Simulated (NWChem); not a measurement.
Species: SiCl cation, singlet

All runs: NWChem. Low-valent species are run as closed-shell singlets; no triplet was tried in these runs. Coordinates come from a PBE0/def2-SVP optimisation. Vertical excitations in the gas phase; the lowest state need not have the same character in each row.

For level PBE/def2-SVPD, full TDDFT:

```yaml
lowest excitation, singlet (eV): 5.27
orbital gap (eV): 4.57
```

Task: Estimate the same quantities for level PBE0/def2-SVPD, full TDDFT.

Result: 
- lowest excitation, singlet (eV): 5.50
- orbital gap (eV): 6.59
